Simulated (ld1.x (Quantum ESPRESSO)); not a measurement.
**iron (Fe), PAW: configuration errors across variants**

Fe (Z = 26), PAW, made with ld1.x (Quantum ESPRESSO) 7.5 (PW91, scalar-relativistic). Core [Ar], reference 3d6 4s1.5 4p0 (charge +0.5). Waves: 4s (bound): rcut 2.15, rcutus 2.30 bohr; 4s channel at 1.35 Ry: rcut 2.15, rcutus 2.30 bohr; 4p (bound, empty): rcut 2.60, rcutus 3.15 bohr; 4p channel at 4.2 Ry: rcut 2.60, rcutus 3.15 bohr; 3d (bound): rcut 1.15, rcutus 1.35 bohr; 3d channel at 0.3 Ry: rcut 1.15, rcutus 1.35 bohr. Local part: all-electron potential smoothed inside 1.25 bohr (lloc = -1). Core correction: a·sin(br)/r model core inside 1.00 bohr. Augmentation charge: BESSEL, radius 1.15 bohr.

All-electron excitation energies from the reference (eV): (1) 3d6 4s2 4p0 -3.514; (2) 3d6 4s1 4p0 5.277; (3) 3d6 4s0 4p0 21.529; (4) 3d5 4s2 4p0 10.780; (5) 3d4 4s0 4p0 109.067; (6) 3d6.5 4s1.5 4p0 -4.251; (7) 3d7 4s1 4p0 -4.323.

3 further variants failed, have other tests or too few solved ones, and are left out.

A true bound ghost makes a file unfit for plane-wave use even where its test errors are small: the radial tests pick states by their node count and pass the ghost by.

Errors AE − PS in meV (a dash: test not solved or not reliable):

| change | (1) | (2) | (3) | (4) | (5) | (6) | (7) | bound ghosts |
| --- | --- | --- | --- | --- | --- | --- | --- | --- |
| base | +0.3 | -0.3 | +2.4 | -169 | -1664 | -18 | -59 | s |
| core correction a·sin(br)/r model core inside 0.84 bohr | +0.3 | -0.3 | +2.4 | -169 | -1664 | -18 | -59 | s |
| waves 4p (bound): rcut 2.60, rcutus 4.30 bohr; 4p channel at 4.2 Ry: rcut 2.60, rcutus 4.30 bohr | +0.3 | -0.3 | +2.4 | -169 | -1664 | -18 | -59 | s, p |
| all radii but the core radius scaled by about 1.26 (s 2.90, p 3.98, d 1.70 bohr, rcut 2.72/3.28/1.46); local potential all-electron potential smoothed inside 1.58 bohr (lloc = -1); augmentation BESSEL, radius 1.46 bohr | +4.2 | +2.4 | +4.4 | +1480 | -1767 | -15 | -51 | none |
| waves 3d (bound): rcut 0.96, rcutus 1.02 bohr; 3d channel at 0.3 Ry: rcut 0.96, rcutus 1.02 bohr | +5.6 | +4.7 | +114 | -105 | -1621 | -15 | -29 | s |
| wave 4s channel at 1.35 Ry: rcut 2.15, rcutus 2.30 bohr becomes 4s channel at 0.21 Ry: rcut 2.15, rcutus 2.30 bohr | +0.3 | -0.3 | +2.4 | -168 | -1664 | -18 | -59 | s |
| local potential all-electron potential smoothed inside 1.30 bohr (lloc = -1) | +0.2 | -0.4 | +2.6 | -173 | -1664 | -18 | -60 | s |
| augmentation PSQ, inside the norm-conserving radii | 0.0 | -1.1 | -8.2 | -178 | -1628 | -19 | -64 | s |

Give the same row for: local potential all-electron potential smoothed inside 1.84 bohr (lloc = -1).

+0.3, -0.5, -2.8, -155, -1675, -18, -61; bound ghosts: none.
